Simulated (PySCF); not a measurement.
Isomers of HB3O. Gas-phase values, no solvent. One relaxed conformer stands for each flexible species; it need not be the lowest. Strings in code marks are SMILES.

Quantity: electronic energy of isomers of HB3O relative to `B=BB=O`, in eV.

Level 1: TPSSh-D3(BJ)/def2-TZVP // CAM-B3LYP-D3(BJ)/def2-TZVP (PySCF)
Level 2: B3LYP/6-311+G** // CAM-B3LYP-D3(BJ)/def2-TZVP (PySCF)
Level 3: B3LYP/6-31G* // CAM-B3LYP-D3(BJ)/def2-TZVP (PySCF)
Level 4: PBE/6-31G* // CAM-B3LYP-D3(BJ)/def2-TZVP (PySCF)

```csv
species,level 1,level 2,level 3,level 4
`B1B2OB12`,0.66,0.99,0.84,1.73
```
